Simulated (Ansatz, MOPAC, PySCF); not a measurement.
Spectroscopic constants of LiBe+, closed-shell singlet (lowest of 2S+1 = 1, 3 at CCSD(T)/def2-TZVPP on PBE0 minima; our sources give no spin for the ground state, which may be another).

Constants: fifth-degree fit in 1/R to seven points, most abundant isotopes. Runs in def2 and cc sets follow the lowest solution found near the PBE0 minimum. The singlet is held restricted. HF and MP2 rows in def2 and cc sets belong to the determinant that coupled cluster picked by its CCSD energy.

Run with Ansatz (Gaussian orbitals); MOPAC for PM7 (differences of heats of formation); PySCF for 3-21G rows, 6-31G* rows, STO-3G rows. Each number belongs to the level named beside it.

```csv
level,r_e (Å),ω_e (cm⁻¹),B_e (cm⁻¹),α_e (cm⁻¹)
PM7,2.554,404,0.655,0.014
HF/STO-3G,2.515,434,0.675,0.0077
HF/3-21G,2.709,303,0.582,0.012
HF/6-31G*,2.669,316,0.600,0.012
HF/aug-cc-pVTZ,2.650,317,0.608,0.013
HF/aug-cc-pV5Z,2.648,318,0.609,0.013
r2SCAN/def2-TZVPP,2.641,309,0.613,0.014
B3LYP/6-31G*,2.617,321,0.624,0.012
B3LYP/def2-TZVPP,2.591,325,0.636,0.014
CAM-B3LYP/def2-TZVPP,2.570,335,0.647,0.014
wB97X-V/def2-TZVPP,2.594,331,0.635,0.013
wB97M-V/def2-TZVPP,2.603,311,0.631,0.015
B2PLYP/def2-TZVPP,2.602,323,0.631,0.014
MP2/aug-cc-pVTZ,2.638,318,0.614,0.013
MP2/aug-cc-pVQZ,2.632,320,0.617,0.013
MP2/def2-QZVPP,2.616,323,0.624,0.013
MP2/aug-cc-pV5Z,2.630,321,0.618,0.013
SCS-MP2/aug-cc-pVTZ,2.635,318,0.615,0.013
SCS-MP2/def2-TZVPP,2.647,308,0.610,0.014
SCS-MP2/aug-cc-pVQZ,2.629,320,0.618,0.013
SCS-MP2/def2-QZVPP,2.616,322,0.624,0.013
SCS-MP2/aug-cc-pV5Z,2.626,322,0.620,0.013
CCSD/aug-cc-pVTZ,2.633,314,0.617,0.013
CCSD/def2-QZVPP,2.613,318,0.626,0.014
CCSD/aug-cc-pV5Z,2.627,316,0.619,0.013
CCSD(T)/def2-TZVPP,2.640,305,0.613,0.014
CCSD(T)/aug-cc-pVQZ,2.627,315,0.619,0.013
CCSD(T)/def2-QZVPP,2.612,319,0.627,0.013
CCSD(T)/aug-cc-pV5Z,2.627,316,0.619,0.013
"CCSD(T)/CBS(aug-cc-pVQZ, aug-cc-pV5Z)",2.626,316,0.620,0.013
```

Correlated levels freeze the inner cores; with def2 sets outer-core shells near the valence are correlated too. CBS(a, b) extrapolates the correlation energy as X⁻³ and adds the Hartree–Fock energy of set b. Rows in 3-21G, 6-31G*, STO-3G carry no dispersion term and start afresh at each structure (6-31G* with six Cartesian d functions). The state reached by PM7 isn't checked; PM7 holds dispersion and hydrogen-bond terms.

Doubts at one or more of the structures used: a restricted determinant that unrestricted orbitals would lower (HF/aug-cc-pVTZ, HF/aug-cc-pV5Z, MP2/aug-cc-pVTZ, MP2/aug-cc-pVQZ, MP2/def2-QZVPP, MP2/aug-cc-pV5Z, SCS-MP2/aug-cc-pVTZ, SCS-MP2/def2-TZVPP, SCS-MP2/aug-cc-pVQZ, SCS-MP2/def2-QZVPP, SCS-MP2/aug-cc-pV5Z, CCSD/aug-cc-pVTZ, CCSD/def2-QZVPP, CCSD/aug-cc-pV5Z, CCSD(T)/def2-TZVPP, CCSD(T)/aug-cc-pVQZ, CCSD(T)/def2-QZVPP, CCSD(T)/aug-cc-pV5Z, CCSD(T)/CBS(aug-cc-pVQZ, aug-cc-pV5Z)).

Ansatz is a first-principles code.
